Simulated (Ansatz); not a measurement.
Species: trifluoro(isocyanato)silane, CF₃NOSi (charge 0, singlet). SMILES: O=C=N[Si](F)(F)F
Coordinates optimised at B3LYP-D3(BJ)/def2-TZVP (Ansatz, a first-principles code):
```xyz
7

O      3.2467    -0.1067    -0.2157
C      2.0996    -0.0895    -0.0398
N      0.9217    -0.0790     0.1757
Si    -0.7376     0.0254     0.0432
F     -1.4002    -0.2320     1.4439
F     -1.1694     1.4519    -0.4580
F     -1.2856    -1.0436    -0.9715
```
Charge 0, spin multiplicity 1.

Parts of the frozen-core correlation energy in cc-pV(Q+d)Z (Ansatz, hartree). Frozen orbitals: 11; correlated occupied orbitals by spin: 20 and 20; virtual: 363 and 363. No spin-orbit coupling. Non-relativistic.

```json
[
 {"term": "reference (HF)", "value": "-754.95692"},
 {"term": "MP2 opposite-spin", "value": "-1.14157"},
 {"term": "MP2 same-spin", "value": "-0.39673"},
 {"term": "CCSD correlation", "value": "-1.52060"},
 {"term": "(T)", "value": "-0.06075"},
 {"term": "T1 diagnostic", "value": "0.014"},
 {"term": "largest doubles amplitude", "value": "0.044"}
]
```
